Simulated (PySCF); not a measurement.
I$_{3}$Pb (SMILES [I][Pb-]([I])[I]), charge -1, singlet, geometry from GFN2-xTB (such geometries of metal compounds can be far from the true shape) (core potentials on I, Pb). Base run: DF-B3LYP/def2-SVP (PySCF).

The PySCF input:
```python
from pyscf import gto, scf, dft

mol = gto.Mole()
mol.atom = '''
    Pb   -0.00801113   -0.00941235    0.81054775
    I     0.42898299   -2.52528977   -0.44320013
    I     1.98287322    1.63760001   -0.37950125
    I    -2.39946163    0.90225226   -0.43135362
'''
mol.basis = 'def2-svp'
mol.ecp = {'I': 'def2-svp', 'Pb': 'def2-svp'}
mol.charge = -1
mol.verbose = 4
mol.build()

mf = dft.RKS(mol)
mf.xc = 'b3lyp'
mf = mf.density_fit(auxbasis='def2-universal-jkfit')
mf.kernel()
mf.analyze()
```

Variants of this job, named by their change:

| change | E (Eh) | HOMO (eV) | HOMO-LUMO gap (eV) | core-seconds (rough) |
|---|---|---|---|---|
| base | -1086.59273 | -2.31 | 4.46 | 8 |
| functional = blyp; dispersion = d3bj | -1086.05753 | -1.37 | 3.26 | 10 |
| functional = pbe; dispersion = d4 | (withheld) | -1.61 | 3.32 | 10 |
| functional = pbe | (withheld) | -1.61 | 3.32 | 10 |
| functional = wb97x_v | -1086.17332 | -4.48 | 8.45 | 200 |
| functional = pw6b95 | -1086.88884 | -2.56 | 4.91 | 10 |
| functional = mn15 | -1083.69212 | -2.98 | 5.57 | 10 |
| functional = lc_wpbe | (withheld) | (withheld) | (withheld) | 10 |
| functional = scan | -1086.62769 | -1.87 | 3.59 | 20 |
| functional = pbe0 | (withheld) | (withheld) | (withheld) | 7 |
| functional = m062x | -1085.89284 | -3.58 | 6.55 | 10 |
| functional = camb3lyp | -1086.21400 | -3.57 | 6.72 | 8 |
| functional = tpss | -1085.85359 | -1.72 | 3.46 | 20 |

Problem. Fill in the missing entries.

Solution. 
- functional = pbe; dispersion = d4, E (Eh): -1086.24325
- functional = pbe, E (Eh): -1086.23384
- functional = lc_wpbe, E (Eh): -1086.37024
- functional = lc_wpbe, HOMO (eV): -4.77
- functional = lc_wpbe, HOMO-LUMO gap (eV): 8.77
- functional = pbe0, E (Eh): -1086.28595
- functional = pbe0, HOMO (eV): -2.57
- functional = pbe0, HOMO-LUMO gap (eV): 4.83

Totals shift with the method and basis; they matter in differences.
